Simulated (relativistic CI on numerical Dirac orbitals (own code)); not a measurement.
**Co⁴⁺ in a cubic cluster: 2p photoemission with charge transfer**

Computed with a charge-transfer multiplet model of a cubic metal-ligand cluster with up to one ligand hole, Slater and spin-orbit integrals from Dirac-Coulomb-Breit ions, Slater integrals scaled by 0.8. The ground state mixes d5 with configurations of k ligand holes L, whose averages lie at kΔ + k(k − 1)U_dd/2; a core hole lowers each added d electron by U_cd. 300 K, Lorentzian 0.6 eV and Gaussian 0.8 eV FWHM.

Atomic integrals in eV (Slater integrals scaled, ζ unscaled), ground: F2dd 10.866, F4dd 6.824, zeta_d 0.080; with the core hole: F2dd 12.169, F4dd 7.677, zeta_d 0.112, zeta_core 9.655, F2cd 7.386, G1cd 5.771, G3cd 3.286.

Cluster parameters (eV): Δ = 1.9, U_dd = 6.4, U_cd = 7.1, 10Dq(ligand) = 1, V(eg) = 1.8, V(t2g) = -0.91, final-state hopping factor = 0.9.

| Case | n_d | d5 | d6L | S |
| --- | --- | --- | --- | --- |
| 10Dq = 0.8 eV | 5.19 | 0.81 | 0.19 | 2.50 |
| 10Dq = 1.7 eV | 5.18 | 0.82 | 0.18 | 2.50 |
| 10Dq = 2 eV | 5.18 | 0.82 | 0.18 | 2.50 |

Weights, n_d and S are thermal averages at 300 K. Binding energies count from the first peak over 30 % of the highest in each spectrum, which can be another peak from case to case. The parameters are a model scan and need not match a compound or its usual spin state. Peaks in eV (height, largest 100):
- 10Dq = 0.8 eV: 0.0 (100), 1.8 (86), 5.9 (42), 7.5 (41), 13.4 (10), 16.6 (52), 18.1 (48), 22.6 (24), 24.2 (21)
- 10Dq = 1.7 eV: 0.0 (100), 1.8 (93), 4.8 (33), 5.9 (43), 7.4 (40), 13.4 (11), 16.6 (53), 18.1 (49), 22.5 (23), 24.1 (22)
- 10Dq = 2 eV: 0.0 (100), 1.8 (95), 4.7 (33), 5.9 (44), 7.4 (40), 13.6 (11), 16.6 (52), 18.2 (50), 22.5 (23), 24.1 (22)

For the case 10Dq = 1.7 eV, Δ = 1.9 eV is smaller than U_dd = 6.4 eV, the charge-transfer side of the Zaanen-Sawatzky-Allen scheme. With the core hole the average of the configuration with one ligand hole lies at Δ − U_cd = -5.2 eV before mixing: it lies below the unscreened one, so the lowest final states are mostly screened and the unscreened weight appears at higher binding energy as a satellite.

With at most 1 ligand hole the space is cut while the next configuration still counts, so covalency is underestimated, and a final configuration with one more ligand hole, which can lie low, is missing from the spectra.
